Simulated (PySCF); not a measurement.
SMILES COc1c[c]ccc1 (C7H7O), doublet at its GFN2-xTB optimised geometry (Å):

```
15

C     -0.8900    -2.4974    -0.0013
O     -1.5030    -1.2309     0.0000
C     -0.7108    -0.1244     0.0000
C     -1.3871     1.1087     0.0000
C     -0.6411     2.2414    -0.0001
C      0.7242     2.2913    -0.0003
C      1.3849     1.0678    -0.0001
C      0.6793    -0.1244     0.0000
H     -1.7053    -3.2192    -0.0011
H     -0.2745    -2.6470     0.8918
H     -0.2761    -2.6457    -0.8957
H     -2.4655     1.1073     0.0001
H      1.2734     3.2192    -0.0003
H      2.4655     1.0474     0.0000
H      1.2291    -1.0531     0.0001
```

Level of theory: PySCF 2.14.0 with unrestricted PBE0/def2-TZVP. Cells within 0.4 Å of a nucleus heavier than hydrogen are left out (blank, or x).

Map of the Laplacian of the electron density (e/bohr⁵), clipped to [-1.50, 1.50] on the plane z = 0.0 Å:

```
|77777777777777777777777777777|
|77777777777777777777777777777|
|77777777777777777777777777777|
|77777777777777777777777777777|
|77777777777777777777777777777|
|77777777777777777777777777777|
|77777777777777786067777777777|
|77777777777756773377777777777|
|777777777776xx2xx787777777777|
|777777777785xx56x487777777777|
|77777777777158885167777777777|
|7777777601xx78787xx2077777777|
|7777777765xx78886xx5477777777|
|77777777787338873478777777777|
|777777777786xx3xx687777777777|
|777777777896x85xx577777777777|
|77777777896378884077777777777|
|7777777782xx98777077777777777|
|7777777789x298777777777777777|
|77777777799568777777777777777|
|77777777788xx6777777777777777|
|77777777775xx6777777777777777|
|77777777750588777777777777777|
|77777777777777777777777777777|
|77777777777777777777777777777|
|77777777777777777777777777777|
|77777777777777777777777777777|
|77777777777777777777777777777|
|77777777777777777777777777777|
```
Scale: ten equal steps from -1.50 (start of '0') to 0.586 (end of '9'), in the order '0123456789'; x runs from -5.50 to 5.50, y from -5.50 (bottom) to 5.50 (top).
